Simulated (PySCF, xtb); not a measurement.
C2H5S, multiplicity 2. Atoms are numbered in the order given.

```xyz
8

C     -0.3324    -1.6251     0.0000
C      0.6155    -0.4324     0.0000
S     -0.1599     1.1895     0.0000
H     -0.9795    -1.6100     0.8874
H      0.2324    -2.5707     0.0000
H     -0.9795    -1.6100    -0.8874
H      1.2935    -0.4476     0.8730
H      1.2935    -0.4476    -0.8730
```
Charge 0, spin multiplicity 2.

Geometry optimised at PBE-D3(BJ)/def2-TZVP. The isomer is the one that the SMILES or the coordinates give; other isomers of the formula were not compared.

Computed with C-PCM-B3LYP/def2-SVP in PySCF.

The values are the electrostatic part of the solvation free energy, E(continuum) − E(gas) at the gas-phase geometry, in a cavity of scaled van der Waals radii (PySCF's table); cavitation and dispersion terms are not included. The dipole moment in vacuum is 1.59 D.

```
solvent              ε  ΔG(elec) (kcal/mol)  dipole (D)
---------------  -----  -------------------  ----------
water            78.36                 -2.2        2.11
chloroform        4.71                 -1.7        1.98
tetrahydrofuran   7.43                 -1.9        2.03
```

For comparison, GFN2-xTB/ALPB(water) (xtb, at the GFN2-xTB geometry, all terms of that model) gives 0.5 kcal/mol.
